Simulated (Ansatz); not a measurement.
Species: H₅AlSi, SMILES `[AlH2][SiH3]` (charge 0, multiplicity 1), formula H5AlSi.

**Question.** How many basis functions does frozen-core CCSD(T)/cc-pVTZ // PBE-D3(BJ)/def2-TZVP run with Ansatz (an electronic-structure program) use, how many core orbitals are frozen, and how many electrons are correlated?

**Answer.** 138 basis functions and 10 frozen orbitals, which leaves 12 correlated electrons. Core time is of the order of seconds.
